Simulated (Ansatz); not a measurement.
PPt₃⁻. The state is a singlet with charge -1. Geometry B3LYP-D4/def2-SVPD; atoms count from 1.

```csv
atom,x (Å),y (Å),z (Å)
P1,-0.5231,-0.8042,0.0541
Pt2,-0.4291,1.4249,0.0488
Pt3,0.6776,-0.3146,1.8445
Pt4,0.2747,-0.3062,-1.9475
```

In the def2 sets Pt takes a core potential; there is no spin–orbit coupling. The restricted singlet is unstable: a solution with broken spin symmetry lies lower. The geometry of the singlet was relaxed on an unsound state (restricted singlet, unstable towards broken spin symmetry at other levels and untested here). At PBE0-D4/def2-TZVPD a triplet of charge -1 lies 0.18 eV below the restricted singlet, each at its own geometry. The structure comes from a short search, and lower isomers may exist.

Question: Estimate the Mulliken populations from the PBE0/def2-TZVPD orbitals of Ansatz.

Answer: 
```csv
atom,charge (e),d electrons
P1,-0.31,–
Pt2,-0.05,9.06
Pt3,-0.32,9.10
Pt4,-0.32,9.10
```
Mulliken values and Mayer orders depend strongly on the basis. With diffuse functions, as here, like atoms can get unlike values, and bond orders can come out too low or too high.

Question: And the Mayer bond orders between bonded heavy atoms (over 0.3)?

Answer: P1–Pt2 1.07 (2.23 Å); P1–Pt3 1.33 (2.21 Å); P1–Pt4 1.33 (2.21 Å); Pt2–Pt3 0.65 (2.73 Å); Pt2–Pt4 0.65 (2.73 Å). Values over 0.3 also appear between atoms too far apart for a bond (Pt3–Pt4 0.31 at 3.81 Å); they arise where an orbital or an unpaired electron spreads over both atoms.
